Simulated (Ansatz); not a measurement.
Computed with Ansatz on PBE0-D4/def2-TZVP structures; ΔE is electronic, products minus reactants. CBS: MP2 limit from def2 TZ/QZ plus the TZ coupled-cluster correction, frozen cores. This one scheme is used for every species. DFT in def2-TZVPP. For Se outer-core shells are correlated without core-valence functions, which leaves a few kJ/mol of doubt a bond. Scalar relativity is left out up to krypton. Each species was taken in one conformer, which may not be the lowest.

Consider the ligand exchange at the Si–N bond: `N[SiH](F)F` + H₂Se → `F[SiH](F)[SeH]` + NH₃.

| level | ΔE (kJ/mol) |
| --- | --- |
| r2SCAN0-D4 | 16.0 |
| LC-ωPBE | 18.6 |
| HF/def2-SVP | 32.6 |
| CCSD/def2-SVP | 25.8 |

**Question.** What does CCSD(T)/CBS give? (Estimate.)

**Answer.** The calculation gave: +14.0 kJ/mol. The listed levels differ from it by 2.0, 4.6, 18.6, 11.8 kJ/mol.

Largest T1 diagnostic among the species: 0.011.

At CCSD(T), def2-SVP lies +9.7 kJ/mol from the extrapolated value and def2-TZVPP +4.4 kJ/mol. From PBE to PBE0 (25 % exact exchange), in def2-TZVPP and without D4, ΔE moves by +4.5 kJ/mol. In def2-TZVPP, CCSD(T) changes the Hartree–Fock value by −11.7 kJ/mol (the triples alone add −2.7 kJ/mol) and MP2 by −14.7 kJ/mol.
